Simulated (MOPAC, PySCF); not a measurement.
C$_{4}$H$_{9}$B, SMILES `B/C(C)=C\C`, neutral singlet in the gas phase. 

Z-matrix (Å, degrees):
```
C
C 1 1.3460
H 2 1.0914 1 117.52
C 2 1.4921 3 113.71 1 -179.97
H 4 1.0853 2 112.99 3 -179.98
H 4 1.0929 5 108.83 2 -122.26
H 4 1.0929 5 108.81 6 -115.48
C 1 1.5121 2 119.16 3 0.01
H 8 1.0911 1 112.12 2 0.20
H 8 1.0919 9 108.22 1 -122.47
H 8 1.0920 9 108.23 10 -115.06
B 1 1.5417 2 122.63 3 -179.82
H 12 1.1887 1 122.65 2 -0.76
H 12 1.1929 13 118.11 5 -179.19
```
Charge 0, spin multiplicity 1.

All levels are single points at this geometry (M06-2X/def2-TZVP); Pople sets use spherical d functions. Orbital energies aren't observables, and empty levels follow the basis.

PM7 in MOPAC gives HOMO (eV) = -9.73.

### Question
Estimate the HOMO (eV) from each of these levels: B3LYP-D3(BJ)/def2-TZVP in PySCF; M06-2X/def2-TZVP in PySCF; B3LYP/6-311+G** in PySCF; M06-2X/6-31G* in PySCF; HF/STO-3G in PySCF; AM1 in MOPAC; PM3 in MOPAC; PM6 in MOPAC.

### Answer

```csv
level,HOMO (eV)
B3LYP-D3(BJ)/def2-TZVP in PySCF,-7.22
M06-2X/def2-TZVP in PySCF,-8.54
B3LYP/6-311+G** in PySCF,-7.22
M06-2X/6-31G* in PySCF,-8.37
HF/STO-3G in PySCF,-8.08
AM1 in MOPAC,-9.81
PM3 in MOPAC,-10.12
PM6 in MOPAC,-9.67
```
